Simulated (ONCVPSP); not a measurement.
## Transferability test, ONCV potential for beryllium

ONCVPSP 4.0.1 input, shortened (lines: element, Z, core and valence counts, functional; n l f; lmax; l rc ep ncon nbas qcut; lloc lpopt rc5 dvloc0; l nproj debl; icmod fcfact rcfact), PBEsol, scalar-relativistic:

```
  Be 4.00    0    2  -116133      upf
    1    0    2.00
    2    0    2.00
    1
    0    0.75    0.00    4    8   14.50
    1    0.60    0.11    4    8   15.70
    1    5    0.60    0.00
    0    2    3.70
    1    0    0.60
    0    0.00    0.00
```

Energies are relative to the spin-unpolarised reference configuration 1s2 2s2; without spin polarisation the order of configurations can differ from experiment.

```csv
valence configuration,charge,ΔE all-electron (eV),error AE − PS (meV)
1s2 2s0,+2,27.183,+3.5
1s2 2s1.5,+0.5,3.721,+0.1
1s2 2s0 2p2,0,7.212,+3.7
```

Q: What are ΔE and the potential's error for 1s2 2s1?

A: ΔE = 9.458 eV all-electron; the error (AE − PS) is +0.5 meV.

Levels in the configuration 1s2 2s0 2p2:

| level | all-electron (eV) | pseudo (eV) |
| --- | --- | --- |
| 1s | -108.117 | -107.999 |
| 2p | -2.910 | -2.910 |
